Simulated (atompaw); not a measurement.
What one change does to a pseudopotential (La, PAW (atompaw))

lanthanum (La), PAW, made with atompaw 4.2.0.5 (PBE, scalar-relativistic). Core [Kr] 4d10, reference 4f0 5s2 5p6 5d1 6s0 6p0 (charge +2). Waves: 5s (bound): rc 2.90 bohr; 6s (bound, empty): rc 2.35 bohr; 5p (bound): rc 1.95 bohr; 6p (bound, empty): rc 3.00 bohr; 5d (bound): rc 2.30 bohr; 5d channel at -0.25 Ry: rc 2.30 bohr; 4f (bound, empty): rc 1.55 bohr; 4f channel at -0.25 Ry: rc 1.55 bohr. Local part: bessel scheme, radius 2.25 bohr. Core correction: smooth core density matched at 2.75 bohr. Augmentation charge: besselshape compensation charge, radius 3.00 bohr; PAW radius 3.00 bohr; waves and projectors: custom polynom gramschmidtortho.

All-electron outer shells of the reference configuration (PBE, scalar-relativistic, ld1.x):

```json
{"shell": "4p", "level (eV)": "-212.73", "outermost node (bohr)": "0.34", "outermost maximum (bohr)": "0.63"}
{"shell": "4d", "level (eV)": "-116.57", "outermost node (bohr)": "0.32", "outermost maximum (bohr)": "0.68"}
{"shell": "5s", "level (eV)": "-51.52", "outermost node (bohr)": "0.77", "outermost maximum (bohr)": "1.41"}
{"shell": "5p", "level (eV)": "-34.92", "outermost node (bohr)": "0.83", "outermost maximum (bohr)": "1.58"}
{"shell": "4f", "level (eV)": "-16.97", "outermost node (bohr)": "–", "outermost maximum (bohr)": "0.75"}
{"shell": "5d", "level (eV)": "-14.70", "outermost node (bohr)": "0.95", "outermost maximum (bohr)": "2.13"}
{"shell": "6s", "level (eV)": "-13.52", "outermost node (bohr)": "1.84", "outermost maximum (bohr)": "3.43"}
{"shell": "6p", "level (eV)": "-9.95", "outermost node (bohr)": "2.13", "outermost maximum (bohr)": "4.13"}
```

Change: augmentation besselshape compensation charge, radius 3.00 bohr; PAW radius 3.00 bohr; waves and projectors: custom polynom2 7 10 vanderbiltortho.

Cutoffs: the cutoffs (Ry, on a coarse ladder) from which the occupation-weighted sum of valence levels, in a spherical-Bessel basis at the reference potential, stays within 10 and 1 mRy of its value at 400 Ry; they do not see the model core or the augmentation charge, which bear on the density cutoff.

Question: What does the change do?

Answer: The potential gets neither clearly harder nor softer (15 Ry and 25 Ry → 15 Ry and 25 Ry); a bound ghost appears in s, which as a rule spoils a file; the range in which the p phases agree narrows (upper end at the end of the scan → 0.1).

| quantity | base | changed |
| --- | --- | --- |
| cutoff, loose | 15 Ry | 15 Ry |
| cutoff, tight | 25 Ry | 25 Ry |
| loose cutoff by channel (10 mRy a level) | s 6 Ry, p 10 Ry, d 10 Ry | s 8 Ry, p 10 Ry, d 10 Ry |
| bound ghosts | none | s |
| s: phases at 3.00 bohr within 0.05 rad from the reference energy up to (Ry; the scan ends near 5) | 3.4 | 2.7 |
| p: phases at 3.00 bohr within 0.05 rad from the reference energy up to (Ry; the scan ends near 5) | to the end of the scan | 0.1 |
| d: phases at 3.00 bohr within 0.05 rad from the reference energy up to (Ry; the scan ends near 5) | to the end of the scan | to the end of the scan |
| f: phases at 3.00 bohr within 0.05 rad from the reference energy up to (Ry; the scan ends near 5) | 3.8 | 3.4 |
| lowest overlap eigenvalue by channel | s 0.32, p 0.64, d 0.95, f 1.00 | s 0.84, p 0.42, d 0.97, f 0.99 |

Base: The cutoffs count occupied waves only; the empty 4f level needs 45 Ry at the loose tolerance. Changed file: The cutoffs count occupied waves only; the empty 4f level needs 160 Ry at the loose tolerance. A true bound ghost makes a file unfit for plane-wave use even where its test errors are small: the radial tests pick states by their node count and pass the ghost by. The cutoffs see the waves, projectors and local potential, not the compensation charge or the core.
